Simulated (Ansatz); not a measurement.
Ideal-gas functions of FH$_{3}$HfO$_{3}$ (`[OH][Hf]([OH])([OH])[F]`) at 400 K and 1 bar, from an Ansatz frequency run at PBE0-D4/def2-TZVP.

Molar mass 248.51 g/mol, point group C3 (symmetry number 3), electronic degeneracy 1, moments of inertia 181.162, 181.545, 181.556 u Å². Harmonic wavenumbers (cm⁻¹, unscaled): 134, 154, 154, 160, 167, 167, 196, 197, 251, 251, 255, 619, 683, 683, 717, 4025, 4025, 4029.

Use S(trans) = R[1.5 ln M + 2.5 ln T − 1.1517]; rotational temperatures θ = 24.2544 K / I; S(rot) = R[ln(√π/σ · √(T³/θAθBθC)) + 1.5]; for each mode x = 1.438777 ν̃/T, S = R[x/(eˣ − 1) − ln(1 − e⁻ˣ)] and H = RT x/(eˣ − 1); 1 cm⁻¹ = 0.0119627 kJ/mol; R = 8.31446 J/(mol·K).

Task: By hand: the entropy, in J/(mol·K).

Result: Translation 183.8. Rotation: θ = 0.1339, 0.1336, 0.1336 K, giving 107.9. Vibration, mode by mode: 14.46, 13.33, 13.33, 13.02, 12.68, 12.68, 11.39, 11.35, 9.44, 9.44, 9.32, 3.19, 2.66, 2.66, 2.42, 0.00, 0.00, 0.00, in all 141.4. Electronic 0.0. Sum 433.1 J/(mol·K).

Task: By hand: H − E and G − E in kJ/mol, counted from the electronic energy.

Result: Zero-point energy ½ × 16867 × 0.0119627 = 100.9; thermal vibration 28.7; translation, rotation and pV give 4 RT = 13.3. H − E = 142.9 kJ/mol, and G − E = 142.9 − 400 × 433.1/1000 = -30.3 kJ/mol.

Vibration gives 33 % of the entropy, 14.5 J/(mol·K) of it from the mode under 150 cm⁻¹: soft modes count most, and the harmonic formula is weakest for them. The sum counts one conformer and one mirror image; others add a mixing term.
